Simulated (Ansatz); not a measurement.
Reaction (cleavage of the Si–Si bond): trisilane + `[SH][GeH3]` → `[SiH3][SiH2][S][GeH3]` + SiH₄

Program: Ansatz. Geometries: PBE0-D4/def2-TZVP. ΔE: electronic, gas phase. CBS: MP2 limit from def2 TZ/QZ plus the TZ coupled-cluster correction, frozen cores. This one scheme is used for every species. DFT in def2-TZVPP. For Ge outer-core shells are correlated without core-valence functions, which leaves a few kJ/mol of doubt a bond. Scalar relativity is left out up to krypton. One conformer a species, not always the lowest.

Problem. Is it downhill or uphill in electronic energy at CCSD(T)/CBS, and by how much? (Estimate.)

Solution. The calculation gave: Downhill: ΔE = -57.6 kJ/mol.

Problem. What do these levels give: PBE-D4, r2SCAN-D4, ωB97X-V, ωB97M-V, r2SCAN, SCS-MP2/def2-QZVPP? (Estimate.)

Solution. The calculation gave: PBE-D4 -45.5, r2SCAN-D4 -51.3, ωB97X-V -52.9, ωB97M-V -57.9, r2SCAN -50.0, SCS-MP2/def2-QZVPP -64.6 kJ/mol.

Largest T1 diagnostic among the species: 0.013.

From PBE to PBE0 (25 % exact exchange), in def2-TZVPP and without D4, ΔE moves by −3.4 kJ/mol. The D4 term adds −7.9 kJ/mol with B3LYP and −4.4 kJ/mol with PBE0; it sums over pairs of atoms, weighted by their polarisabilities, and B3LYP, whose exchange is more repulsive, gets the larger term.

B3LYP here is the variant with VWN-RPA as its local correlation; programs differ in this.
